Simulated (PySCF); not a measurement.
In(Me)2(NH2) (C2H8InN), SMILES [CH3][In]([CH3])[NH2].

Geometry: B3LYP-D3(BJ)/def2-SVP. The structure was generated by enumeration; whether it is a known compound was not checked. The def2 effective core potentials stand for the cores of In; spin–orbit coupling is left out. Other conformers were not sampled.

All values below come from TDA-PBE/def2-SVPD (PySCF).

Vertical excitations. The molecule is in vacuum. State labels are in the subgroup C2v.

Computed excitation energies, oscillator strengths and character:
| state | symmetry | energy (eV) | λ (nm) | f | main pairs |
|---|---|---|---|---|---|
| S1 | B2 | 4.30 | 289 | 0.037 | HOMO→LUMO+1 99 % |
| S2 | A1 | 4.98 | 249 | 0.082 | HOMO→LUMO 89 % |
| S3 | A2 | 5.14 | 241 | 0.000 | HOMO−1→LUMO 100 % |
| S4 | B1 | 5.52 | 224 | 0.148 | HOMO−1→LUMO+1 88 % |
| S5 | B2 | 5.72 | 217 | 0.033 | HOMO→LUMO+2 96 % |
| S6 | A2 | 5.88 | 211 | 0.000 | HOMO→LUMO+3 100 % |
| S7 | B2 | 6.07 | 204 | 0.001 | HOMO→LUMO+4 59 %, HOMO−2→LUMO 38 % |
| S8 | B2 | 6.13 | 202 | 0.026 | HOMO−2→LUMO 60 %, HOMO→LUMO+4 37 % |
| S9 | A1 | 6.26 | 198 | 0.124 | HOMO−2→LUMO+1 88 % |
| S10 | B1 | 6.61 | 187 | 0.051 | HOMO−1→LUMO+2 91 % |
| T1 | A1 | 3.81 | 325 | 0 | HOMO→LUMO 99 % |
| T2 | B2 | 4.05 | 306 | 0 | HOMO→LUMO+1 99 % |
| T3 | B1 | 4.81 | 258 | 0 | HOMO−1→LUMO+1 98 % |
| T4 | A2 | 4.92 | 252 | 0 | HOMO−1→LUMO 100 % |
Triplets are in the Tamm–Dancoff approximation.
